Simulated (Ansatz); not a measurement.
Ansatz (a program for electronic structure) input:

Ansatz 0.2 input:
```yaml
crystal:
  periodic: [false, false, false]
  atoms:
    - {symbol: Si, position_ang: [-0.00999402, 0.00248223, 0.67729865]}
    - {symbol: Cl, position_ang: [1.09630832, 1.34039670, -0.26768776]}
    - {symbol: Cl, position_ang: [-1.08807796, -1.34244089, -0.29008759]}
basis:
  gaussian:
    orbitals: def2-TZVPD
hamiltonian:
  xc: {name: wB97M-V}
total_charge: 1
magnetization: {spin_polarized: true, initial_magnetization: 1}
output: {forces: true}
```

**Question.** What final total energy does it print?

**Answer.** -1209.58983 Eh (wB97M-V/def2-TZVPD). The basis has 135 functions.
